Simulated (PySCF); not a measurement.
HClSi, charge -1, doublet, geometry from GFN2-xTB (a state made from the parent by changing its charge; the spin is typed, not shown lowest) (in this run its highest filled SCF level lies above zero, so its values depend strongly on the basis, on diffuse functions most of all); TPSS/def2-TZVP in PySCF.

PySCF was given this input:
```python
from pyscf import gto, scf, dft

mol = gto.M(
    atom='''
Si    1.01104949   -0.27343022    0.88647386
H     1.94589771   -0.44022613   -0.29605972
Cl   -0.94709357    0.25107349   -0.71262201
''',
    basis='def2-tzvp',
    charge=-1,
    spin=1,
    verbose=4,
)

mf = dft.UKS(mol)
mf.xc = 'tpss'
mf.kernel()
mf.analyze()
```

What the program printed (banner, timings and long lists left out):

```
PySCF version 2.14.0

[INPUT] verbose = 4
[INPUT] num. atoms = 3
[INPUT] num. electrons = 33
[INPUT] charge = -1
[INPUT] spin (= nelec alpha-beta = 2S) = 1
[INPUT] symmetry False subgroup None
[INPUT] Mole.unit = angstrom
[INPUT] Symbol           X                Y                Z      unit          X                Y                Z       unit  Magmom
[...]
nuclear repulsion = 56.6585073329013
number of shells = 30
number of NR pGTOs = 134
number of NR cGTOs = 80
basis = def2-tzvp
ecp = {}

******** <class 'pyscf.dft.uks.UKS'> ********
method = UKS
initial guess = minao
damping factor = 0
level_shift factor = 0
DIIS = <class 'pyscf.scf.diis.CDIIS'>
diis_start_cycle = 1
diis_space = 8
diis_damp = 0
SCF conv_tol = 1e-09
SCF conv_tol_grad = None
SCF max_cycles = 50
direct_scf = True
direct_scf_tol = 1e-13
number electrons alpha = 17  beta = 16
XC library pyscf.dft.libxc version 7.1.2
    S. Lehtola, C. Steigemann, M. J. T. Oliveira, and M. A. L. Marques,  SoftwareX 7, 1–5 (2018)
XC functionals = tpss
    J. Tao, J. P. Perdew, V. N. Staroverov, and G. E. Scuseria,  Phys. Rev. Lett. 91, 146401 (2003)
    J. P. Perdew, J. Tao, V. N. Staroverov, and G. E. Scuseria,  J. Chem. Phys. 120, 6898 (2004)
    J. Tao, J. P. Perdew, V. N. Staroverov, and G. E. Scuseria,  Phys. Rev. Lett. 91, 146401 (2003)
    J. P. Perdew, J. Tao, V. N. Staroverov, and G. E. Scuseria,  J. Chem. Phys. 120, 6898 (2004)
radial grids:
    Treutler-Ahlrichs [JCP 102, 346 (1995); DOI:10.1063/1.469408] (M4) radial grids

becke partition: Becke, JCP 88, 2547 (1988); DOI:10.1063/1.454033
pruning grids: <function nwchem_prune>
grids dens level: 3
symmetrized grids: False
atomic radii adjust function: <function treutler_atomic_radii_adjust>
small_rho_cutoff = 0
Set gradient conv threshold to 3.16228e-05
tot grids = 47872
init E= -750.128447794708

cycle= 1 E= -750.325893192216  delta_E= -0.197  |g|= 0.261  |ddm|= 0.905
cycle= 2 E= -750.161107484014  delta_E= 0.165  |g|= 0.566  |ddm|= 0.885
cycle= 3 E= -750.374011795322  delta_E= -0.213  |g|= 0.0627  |ddm|= 0.592
cycle= 4 E= -750.376902627065  delta_E= -0.00289  |g|= 0.0391  |ddm|= 0.156
cycle= 5 E= -750.377892843657  delta_E= -0.00099  |g|= 0.00787  |ddm|= 0.0374
cycle= 6 E= -750.377943139006  delta_E= -5.03e-05  |g|= 0.00236  |ddm|= 0.0127
cycle= 7 E= -750.377947966612  delta_E= -4.83e-06  |g|= 0.000844  |ddm|= 0.00429
cycle= 8 E= -750.377948646139  delta_E= -6.8e-07  |g|= 0.000402  |ddm|= 0.00192
cycle= 9 E= -750.377948792171  delta_E= -1.46e-07  |g|= 8.84e-05  |ddm|= 0.000691
cycle= 10 E= -750.37794880659  delta_E= -1.44e-08  |g|= 3.67e-05  |ddm|= 0.000298
cycle= 11 E= -750.377948808664  delta_E= -2.07e-09  |g|= 1.78e-05  |ddm|= 8.83e-05
cycle= 12 E= -750.37794880937  delta_E= -7.07e-10  |g|= 5.45e-06  |ddm|= 6.6e-05
Extra cycle  E= -750.377948809386  delta_E= -1.59e-11  |g|= 7.78e-06  |ddm|= 1.84e-05
converged SCF energy = -750.377948809386  <S^2> = 0.75899308  2S+1 = 2.008973
**** SCF Summaries ****
Total Energy =                        -750.377948809386226
Nuclear Repulsion Energy =              56.658507332901294
One-electron Energy =                -1157.809263890071634
Two-electron Energy =                  350.772807747784100
Two-electron Coulomb Energy =          400.489484482265823
DFT Exchange-Correlation Energy =      -49.716676734481730
**** MO energy ****
                             alpha | beta                alpha | beta
[...]
To work with the spin densities directly, `use mulliken_meta_spin()` only printing them here.

 ** Mulliken spin pop alpha/beta on meta-lowdin orthogonal AOs **
 ** Mulliken Spin Density (per AO)  **
spin_pop of  0 Si 1s       -0.00000
spin_pop of  0 Si 2s       -0.00000
spin_pop of  0 Si 3s        0.03038
spin_pop of  0 Si 4s        0.00043
spin_pop of  0 Si 5s        0.00002
spin_pop of  0 Si 2px      -0.00000
spin_pop of  0 Si 2py       0.00001
spin_pop of  0 Si 2pz      -0.00001
spin_pop of  0 Si 3px       0.06137
spin_pop of  0 Si 3py       0.90430
spin_pop of  0 Si 3pz      -0.02681
spin_pop of  0 Si 4px       0.00063
spin_pop of  0 Si 4py       0.01329
spin_pop of  0 Si 4pz      -0.00077
spin_pop of  0 Si 5px       0.00004
spin_pop of  0 Si 5py       0.00053
spin_pop of  0 Si 5pz       0.00003
spin_pop of  0 Si 6px       0.00000
spin_pop of  0 Si 6py       0.00006
spin_pop of  0 Si 6pz      -0.00000
spin_pop of  0 Si 3dxy      0.00151
spin_pop of  0 Si 3dyz      0.00015
spin_pop of  0 Si 3dz^2     0.00118
spin_pop of  0 Si 3dxz      0.00022
spin_pop of  0 Si 3dx2-y2    0.00189
spin_pop of  0 Si 4dxy      0.00008
spin_pop of  0 Si 4dyz      0.00001
spin_pop of  0 Si 4dz^2    -0.00003
spin_pop of  0 Si 4dxz     -0.00004
spin_pop of  0 Si 4dx2-y2   -0.00000
spin_pop of  0 Si 4f-3     -0.00004
spin_pop of  0 Si 4f-2     -0.00003
spin_pop of  0 Si 4f-1      0.00002
spin_pop of  0 Si 4f+0      0.00002
spin_pop of  0 Si 4f+1      0.00004
spin_pop of  0 Si 4f+2     -0.00011
spin_pop of  0 Si 4f+3     -0.00004
spin_pop of  1 H 1s       -0.00786
spin_pop of  1 H 2s        0.00000
spin_pop of  1 H 3s        0.00026
spin_pop of  1 H 2px      -0.00004
spin_pop of  1 H 2py       0.00022
spin_pop of  1 H 2pz      -0.00012
spin_pop of  2 Cl 1s       -0.00000
spin_pop of  2 Cl 2s       -0.00000
spin_pop of  2 Cl 3s        0.00045
spin_pop of  2 Cl 4s       -0.00005
spin_pop of  2 Cl 5s        0.00000
spin_pop of  2 Cl 2px      -0.00000
spin_pop of  2 Cl 2py       0.00000
spin_pop of  2 Cl 2pz      -0.00000
spin_pop of  2 Cl 3px      -0.00555
spin_pop of  2 Cl 3py       0.02605
spin_pop of  2 Cl 3pz      -0.00255
spin_pop of  2 Cl 4px       0.00002
spin_pop of  2 Cl 4py       0.00030
spin_pop of  2 Cl 4pz       0.00001
spin_pop of  2 Cl 5px      -0.00000
spin_pop of  2 Cl 5py       0.00002
spin_pop of  2 Cl 5pz       0.00000
spin_pop of  2 Cl 6px       0.00000
spin_pop of  2 Cl 6py      -0.00000
spin_pop of  2 Cl 6pz      -0.00000
spin_pop of  2 Cl 3dxy      0.00037
spin_pop of  2 Cl 3dyz      0.00024
spin_pop of  2 Cl 3dz^2    -0.00003
spin_pop of  2 Cl 3dxz     -0.00013
spin_pop of  2 Cl 3dx2-y2    0.00010
spin_pop of  2 Cl 4dxy      0.00000
spin_pop of  2 Cl 4dyz     -0.00000
spin_pop of  2 Cl 4dz^2     0.00000
spin_pop of  2 Cl 4dxz     -0.00001
spin_pop of  2 Cl 4dx2-y2    0.00000
spin_pop of  2 Cl 4f-3     -0.00000
spin_pop of  2 Cl 4f-2     -0.00000
spin_pop of  2 Cl 4f-1     -0.00000
spin_pop of  2 Cl 4f+0     -0.00000
spin_pop of  2 Cl 4f+1     -0.00000
spin_pop of  2 Cl 4f+2     -0.00000
spin_pop of  2 Cl 4f+3     -0.00000
 ** Mulliken Spin Density (per atom)  **
spin density of  0 Si =      0.98832
spin density of  1 H =     -0.00754
spin density of  2 Cl =      0.01922
 ** Mulliken pop alpha/beta on meta-lowdin orthogonal AOs **
 ** Mulliken pop       alpha | beta **
In total            17.00000 | 16.00000
 ** Mulliken atomic charges   ( Nelec_alpha | Nelec_beta ) **
charge of  0Si =     -0.29025  (     7.63928      6.65096 )
charge of  1H =     -0.13229  (     0.56237      0.56991 )
charge of  2Cl =     -0.57747  (     8.79834      8.77913 )

WARN: System has nonzero charge -1; the dipole moment is origin-dependent.
Location of origin: [0. 0. 0.]

Dipole moment(X, Y, Z, Debye): -0.31079,  0.09521, -0.53235
```
